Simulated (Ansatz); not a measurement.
BeF$_{2}$ (SMILES [F][Be][F]), singlet, geometry from GFN2-xTB (such geometries of metal compounds can be far from the true shape); HF/6-31G** in Ansatz (a first-principles code).

The Ansatz input:
Ansatz 0.2 input:
```yaml
crystal:
  periodic: [false, false, false]
  atoms:
    - {symbol: Be, position_ang: [0.00000000, 0.00000000, 0.00000000]}
    - {symbol: F, position_ang: [-0.00000000, -0.00000000, -1.36953917]}
    - {symbol: F, position_ang: [0.00000000, 0.00000000, 1.36953917]}
basis:
  gaussian:
    orbitals: 6-31G__.json
hamiltonian:
  xc: hf
```
The basis file holds 6-31G** in the JSON format of the Basis Set Exchange.

What the program printed (banner, timings and long lists left out):

```
Functional definition: HF
467 factors; their error is unknown
mean field evaluation 1: about -5812.1953 eV, gradient 3.6e1 eV
mean field evaluation 2: about -5813.7066 eV, gradient 2.3e1 eV
mean field evaluation 4: about -5814.3953 eV, gradient 3.3e-1 eV
mean field evaluation 8: about -5814.4677 eV, gradient 1.9e-1 eV
mean field -5814.46777107 eV, -213.6777493989 hartree, gradient 4.5e-5 eV, S^2 0.000000; 0 other end points of the search recorded, 0 dependent functions left out
reference -5814.46777107 eV, -213.6777493989 hartree; 11, 11 occupied and 34, 34 virtual orbitals, 467 factors
Total energy: -5814.46777107 eV, -213.6777493989 hartree
```
